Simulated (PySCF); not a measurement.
AlHFCl, SMILES [F][AlH][Cl]. Coordinates come from a PBE-D3(BJ)/def2-TZVP optimisation.

Computed equilibrium geometry at PBE-D3(BJ)/def2-TZVP (PySCF confirms it by a frequency run) as bond lengths and angles, and its point group:
point group Cs.
Atoms: Al1 H2 F3 Cl4. Bond lengths (Å): Al1–H2 1.571, Al1–F3 1.659, Al1–Cl4 2.094. Bond angles (°): H2–Al1–F3 119.7, H2–Al1–Cl4 122.3, F3–Al1–Cl4 118.0.
